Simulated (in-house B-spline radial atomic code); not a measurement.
The neon ion Ne²⁺ is squeezed into an impenetrable sphere of radius R (the orbitals vanish at R). No spin polarisation. Method: non-relativistic Hartree-Fock, average of configuration, point nucleus. Calculated with a radial B-spline atomic code at the basis-set limit.

Energies in eV above the free ion in [He] 2s2 2p4:

```
R (bohr)  highest level (eV)  [He] 2s2 2p4  [He] 2s1 2p5  -dE/dV in [He] 2s2 2p4 (GPa)
    7.07               -67.7             0         27.79                       2.5e-07
    5.76               -67.7             0         27.79                      7.44e-05
    5.18               -67.7     7.234e-05         27.79                       0.00092
     4.5               -67.7      0.001052         27.79                        0.0174
    3.39               -67.6       0.07415         27.89                          2.08
    3.12               -67.5        0.2031         28.05                          6.66
     2.4               -65.8         2.798         31.03                           150
    2.17                 -64         6.349         34.91                           411
    1.79               -56.9         24.27         53.65                          2290
    1.42               -37.4         89.82         119.2                         13700
```

Does [He] 2s1 2p5 fall below [He] 2s2 2p4 under compression?

No, it stays above over the whole range.
